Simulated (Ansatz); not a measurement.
Reaction R1 → P1 + P2, each structure at its B3LYP-D3(BJ)/def2-TZVP stationary point, reached from a drawn start (curvature not checked).
R1, H2Zr (SMILES [ZrH2]) (charge 0, multiplicity 1):
```xyz
3

Zr     0.00360     0.00492    -0.61720
H      1.56900    -0.00607     0.31785
H     -1.57251     0.00115     0.29935
```
P1, HZr (SMILES [ZrH]) (charge 0, multiplicity 2, Z-matrix in Å and degrees):
```
Zr
H 1 1.8336
```
P2: H atom, charge 0, multiplicity 2.

```
level                                reaction energy (kcal/mol)  cost
-----------------------------------  --------------------------  ----
HF/def2-SVP                                               36.50     -
HF/def2-TZVPP                                             35.60     -
HF/def2-QZVPP                                             35.84     -
SVWN5/def2-TZVPP                                          72.74  ×0.7
PBE/def2-TZVPP                                            60.23    ×1
BLYP/def2-TZVPP                                           64.02    ×1
revPBE/def2-TZVPP                                         57.71    ×1
r2SCAN/def2-TZVPP                                         53.89    ×2
B97M-V/def2-TZVPP                                         64.51    ×6
B3LYP/def2-TZVPP                                          64.09  ×0.4
PBE0/def2-TZVPP                                           58.65  ×0.6
BHLYP/def2-TZVPP                                          61.70  ×0.6
CAM-B3LYP/def2-TZVPP                                      65.01  ×0.8
wB97X-V/def2-TZVPP                                        67.49    ×5
wB97M-V/def2-TZVPP                                        67.36    ×7
B2PLYP/def2-TZVPP                                         63.83    ×1
MP2/def2-SVP                                              59.17     -
MP2/def2-TZVPP                                            62.87     -
MP2/def2-QZVPP                                            64.69     -
MP2/CBS(def2-TZVPP, def2-QZVPP)                           65.84     -
SCS-MP2/def2-SVP                                          62.59     -
SCS-MP2/def2-TZVPP                                        67.56     -
SCS-MP2/def2-QZVPP                                        69.71     -
CCSD/def2-SVP                                             62.82     -
CCSD/def2-TZVPP                                           66.30     -
CCSD/def2-QZVPP                                           67.40     -
CCSD(T)/def2-SVP                                          64.12  ×0.3
CCSD(T)/def2-TZVPP                                        67.86    ×1
CCSD(T)/def2-QZVPP                                        69.07    ×5
CCSD(T)/CBS(def2-TZVPP, def2-QZVPP)                       69.77    ×6
```

P less R. No zero-point or thermal terms; singlets are restricted closed shells; open shells are unrestricted; no spin–orbit coupling. The spin states of the d-block species are the ones drawn and need not be the lowest.

Correlated levels freeze the cores. CBS(a, b) extrapolates the correlation energy as X⁻³ and adds the Hartree–Fock energy of set b.

Doubts at one or more of the structures used: a spin-contaminated determinant (HF/def2-SVP, HF/def2-TZVPP, HF/def2-QZVPP, SVWN5/def2-TZVPP, PBE/def2-TZVPP, BLYP/def2-TZVPP, revPBE/def2-TZVPP, r2SCAN/def2-TZVPP, B97M-V/def2-TZVPP, B3LYP/def2-TZVPP, PBE0/def2-TZVPP, BHLYP/def2-TZVPP, CAM-B3LYP/def2-TZVPP, wB97X-V/def2-TZVPP, wB97M-V/def2-TZVPP, B2PLYP/def2-TZVPP, MP2/def2-SVP, MP2/def2-TZVPP, MP2/def2-QZVPP, MP2/CBS(def2-TZVPP, def2-QZVPP), SCS-MP2/def2-SVP, SCS-MP2/def2-TZVPP, SCS-MP2/def2-QZVPP, CCSD/def2-SVP, CCSD/def2-TZVPP, CCSD/def2-QZVPP, CCSD(T)/def2-SVP, CCSD(T)/def2-TZVPP, CCSD(T)/def2-QZVPP, CCSD(T)/CBS(def2-TZVPP, def2-QZVPP)); T1 above 0.05 (CCSD/def2-SVP, CCSD/def2-TZVPP, CCSD/def2-QZVPP, CCSD(T)/def2-SVP, CCSD(T)/def2-TZVPP, CCSD(T)/def2-QZVPP, CCSD(T)/CBS(def2-TZVPP, def2-QZVPP)).

The values were computed with Ansatz (Gaussian basis) for Hartree–Fock, density functionals and correlated methods. No computed number here is a measurement. Elements past Kr take the def2 small-core potentials, without spin–orbit coupling.

Costs are rough ratios of core time to PBE/def2-TZVPP (about 15 s over the structures, on one shared machine); a dash marks a level with no comparable run of its own.

Ansatz is a quantum-chemistry and plane-wave program.
